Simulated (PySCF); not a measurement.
SMILES C(COC)[O], doublet, CAM-B3LYP/def2-SVP optimised geometry. Atoms within 1.6 Å of the plane z = 1.2 Å (x, y, z in Å): C4 (0.27, 0.33, 0.00), O5 (-0.24, -0.15, 1.16), H11 (1.38, 0.33, 0.00), H12 (0.01, 1.41, 0.00).

Level of theory: PySCF 2.14.0 with unrestricted CAM-B3LYP/def2-TZVP. Cells within 0.4 Å of a nucleus heavier than hydrogen are left out (blank, or x).

Map of the HOMO−1 amplitude (α) (bohr^(-3/2)), clipped to [-0.25, 0.25] on the plane z = 1.2 Å; orbital energy -10.22 eV, overall sign arbitrary:

```
|5555555555555555555555554444444|
|5555555555555555555555544444444|
|5555555555555555555555444444444|
|5555555555555555555555444444444|
|5555555555555555555554444444444|
|5555555555555555555554444444444|
|5555555555555555555554444444444|
|5555444445555555555554444444444|
|5444444444455555555554444444444|
|4444444444445555555554444444444|
|4444444444444555555554444444444|
|4444444444444555555554444444444|
|4444444444444456665554444444444|
|4444444444433467766554444444444|
|44444444443222x9976555444444444|
|4444444443310xxx986555444444444|
|4444444443310xxx986555444444444|
|4444444443320xxx876555544444444|
|4444444444332246666555544444444|
|4444444444433345555555544444444|
|4444444444444445555555544444444|
|4444444444444445555555544444444|
|4444444444444444555555544444444|
|4444444444444444555555544444444|
|4444444444444444555555444444444|
|4444444444444444555555444444444|
|4444444444444444555555444444444|
|4444444444444444555554444444444|
|4444444444444444555554444444444|
|4444444444444445555554444444444|
|4444444444444555555554444444444|
```
Scale: ten equal steps from -0.250 (start of '0') to 0.250 (end of '9'), in the order '0123456789'; x runs from -3.50 to 3.50, y from -3.50 (bottom) to 3.50 (top).
